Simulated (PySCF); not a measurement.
## Te⁴⁴⁺: ionisation energy

Te⁴⁴⁺ [He] 2s2 2p4 (3P) → Te⁴⁵⁺ [He] 2s2 2p3 (4S), as a difference of total energies. Calculation: PySCF 2.14, in an uncontracted even-tempered set (19 s from 19 bohr⁻², ratio 2.2; 12 p from 25 bohr⁻², ratio 2.2; 6 d from 100 bohr⁻², ratio 2.4; 5 f from 150 bohr⁻², ratio 2.4; 4 g from 230 bohr⁻², ratio 2.4); scalar relativity by spin-free X2C-1e. Correlated levels: nothing frozen; virtual orbitals above 40 to 60 times the deepest correlated orbital energy dropped. The calculations carry no spin-orbit coupling.

```json
{"method": "UHF", "ionisation energy (eV)": "7552.8"}
{"method": "PBE", "ionisation energy (eV)": "7555.5"}
{"method": "PBE0", "ionisation energy (eV)": "7555.3"}
{"method": "M06", "ionisation energy (eV)": "7554.8"}
{"method": "TPSS", "ionisation energy (eV)": "7558.0"}
{"method": "MP2 (all electrons)", "ionisation energy (eV)": "7554.5"}
{"method": "SCS-MP2 (all electrons)", "ionisation energy (eV)": "7554.6"}
```

Problem. Estimate what LDA gives.

Solution. 7548.4 eV, closest to UHF among the rows shown.

Problem. Estimate what r2SCAN gives.

Solution. 7557.2 eV, closest to TPSS among the rows shown.

Spin-orbit coupling is strong in these open shells (close to jj coupling). The scalar numbers leave it out and a first-order estimate fails, so it can dominate the gap to the real levels.

For this ion Breit and QED terms and the two-electron picture change, all absent here, outweigh the differences among the correlated methods.

For comparison: 7485 ± 4 eV (theoretical estimate listed by NIST; NIST Atomic Spectra Database, ionization energies).
